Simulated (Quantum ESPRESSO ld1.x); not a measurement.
Values are calculated unless marked as measured or tabulated.
One sound ld1.x (Quantum ESPRESSO 7.5) input for the molybdenum ion Mo2+ gives E = -3972.1617 hartree in 33 iterations:

```
 &input
    zed=42.0,
    iswitch=1,
    rel=0,
    dft='PW',
    config='[Kr] 4d4',
    verbosity='high',
    prefix='ld1',
    max_out_wfc=37,
    file_charge='ld1.rho',
 /
```

Changed or added lines, one case at a time, and what came of them:

- atom='D2' (without zed): crashed. The symbol names no element; the program warns, takes a nuclear charge of zero and dies without a result.
- config='[Kr] 4d4 5p3': spurious. The string holds 43 electrons for Z = 42, so the species has charge -1 and is not the one meant. The equations of the added shell fail (the log warns of at least one error in the KS equations), so the printed solution is spurious even though the residual is small.
- config='[Kr] 4d4 5d-1': harmless. A negative occupation marks a state as unused; the result equals that of the sound run.
- lsd=2: refused. The program stops in ld1_readin with "lsd not correct": lsd takes 0 or 1.
- dx=0.2: inaccurate. The radial step is too large to integrate the orbitals; the run ends without a warning, but the energy is off by -0.1194 hartree against the default mesh.
- rel=2 cau_fact=41.35: crashed. The program stops in dirsol with "no classical turning point found": with c below Z the Dirac equation of a point nucleus has no 1s solution.
- beta=2.0: harmless. The Broyden-type mixing copes: 24 iterations against 33, same energy.
